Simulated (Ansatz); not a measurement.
`F[SiH](F)[SiH](F)F` → 2 `F[SiH]F`•  (homolysis of the Si–Si bond)

Isolated molecules relaxed with PBE0-D4/def2-TZVP in Ansatz; ΔE leaves out vibrations. CBS: MP2 limit from def2 TZ/QZ plus the TZ coupled-cluster correction, frozen cores. This one scheme is used for every species. Functionals use def2-TZVPP. B3LYP here is the variant with VWN-RPA as its local correlation; programs differ in this. No spin–orbit coupling; open shells (•) take unrestricted orbitals. Each species was taken in one conformer, which may not be the lowest.

CCSD(T)/CBS gives +343.1 kJ/mol.

Task: Another level gave +316.5 kJ/mol. Which?
A. PBE-D4/def2-TZVPP
B. r2SCAN-D4/def2-TZVPP
C. B3LYP-D4/def2-TZVPP
D. ωB97X-V/def2-TZVPP

Result: A. PBE-D4 316.5, r2SCAN-D4 310.4, ωB97X-V 343.9, B3LYP-D4 321.9 kJ/mol.

Largest T1 diagnostic among the species: 0.014.

In def2-TZVPP, CCSD(T) changes the Hartree–Fock value by +81.5 kJ/mol (the triples alone add +3.8 kJ/mol) and MP2 by +75.8 kJ/mol; breaking electron pairs costs correlation energy, which Hartree–Fock lacks. From PBE to PBE0 (25 % exact exchange), in def2-TZVPP and without D4, ΔE moves by +8.5 kJ/mol.

CCSD(T)/CBS has its own doubt, a few kJ/mol and more with outer-core shells, so smaller differences from it don't rank the levels.
